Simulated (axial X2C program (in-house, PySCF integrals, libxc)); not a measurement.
Outer orbitals of GeN⁻ at 1.667 Å, r2SCAN

Computed with an in-house all-electron X2C program for linear molecules (integrals from PySCF). Spin-free means the one-electron spin-free X2C Hamiltonian; two-component (2c) means X2C with spin–orbit coupling and atomic mean-field two-electron Coulomb and Gaunt terms, so the difference of the two also holds small scalar two-electron terms. Basis: Ge dyall-acv3z [10s10p8d5f1g], N dyall-av3z [7s7p3d2f] (cores contracted in-house); Gaussian nuclei, density fitting, unrestricted open shells. Masses: Ge 73.921 u, N 14.003 u.

The distance is close to the 2c PBE0 minimum; the highest filled and lowest empty levels are listed.

Spin-free orbitals, state M_S = 0, Λ = 0 (closed shell) (Löwdin shares):

| symmetry | occupied | ε (eV) | atomic character |
| --- | --- | --- | --- |
| σα | yes | -22.91 | 98% Ge d |
| δ-α | yes | -22.83 | 100% Ge d |
| δ+α | yes | -22.83 | 100% Ge d |
| π-α | yes | -22.69 | 99% Ge d |
| π+α | yes | -22.69 | 99% Ge d |
| σα | yes | -12.71 | 59% N s, 15% Ge s, 11% Ge p |
| σα | yes | -4.45 | 44% Ge s, 27% N p, 12% Ge p |
| π-α | yes | -0.25 | 62% N p, 32% Ge p, 2% Ge d |
| π+α | yes | -0.25 | 62% N p, 32% Ge p, 2% Ge d |
| σα | yes | 0.01 | 52% N p, 25% Ge p, 13% Ge s |
| π-α | no | 3.19 | 78% Ge p, 11% N p, 9% Ge d |
| π+α | no | 3.19 | 78% Ge p, 11% N p, 9% Ge d |
| σα | no | 3.39 | 82% Ge p, 16% Ge s |
| σα | no | 3.69 | 71% Ge s, 15% Ge p, 9% N p |

One partner of each degenerate Kramers or spin pair is listed. The highest filled level is positive, so this functional does not bind it, and the empty levels of an anion are set by the basis.

Spinors with spin–orbit coupling (state Ω = 0):

```
  ω  occupied  ε (eV)             atomic character     λ mixture
3/2       yes  -23.13                    100% Ge d  87% δ, 13% π
1/2       yes  -23.11                     98% Ge d  61% σ, 39% π
5/2       yes  -22.63                    100% Ge d        100% δ
1/2       yes  -22.60                     99% Ge d  61% π, 39% σ
3/2       yes  -22.51                     99% Ge d  87% π, 13% δ
1/2       yes  -12.71  59% N s, 15% Ge s, 11% Ge p        100% σ
1/2       yes   -4.45  44% Ge s, 27% N p, 12% Ge p        100% σ
1/2       yes   -0.27   61% N p, 32% Ge p, 2% Ge d   98% π, 2% σ
3/2       yes   -0.22   62% N p, 31% Ge p, 2% Ge d        100% π
1/2       yes    0.02  52% N p, 25% Ge p, 12% Ge s   98% σ, 2% π
1/2        no    3.19   77% Ge p, 11% N p, 9% Ge d        100% π
3/2        no    3.20   78% Ge p, 10% N p, 8% Ge d        100% π
1/2        no    3.40           87% Ge p, 11% Ge s        100% σ
1/2        no    3.79   76% Ge s, 11% Ge p, 9% N p        100% σ
```

One partner of each degenerate Kramers or spin pair is listed. The highest filled level is positive, so this functional does not bind it, and the empty levels of an anion are set by the basis.

Mulliken charges and populations of the two-component result (they depend on the basis, above all on diffuse functions):

Ge -0.06 e (s 7.87 p 14.12 d 10.06 f 0.01), N -0.94 e (s 3.89 p 3.98 d 0.06 f 0.01).

One determinant describes the state; a PBE0 search over occupations chose it and may have missed a lower one. The highest occupied level of some functionals is positive through self-interaction error; at Hartree–Fock it is bound.
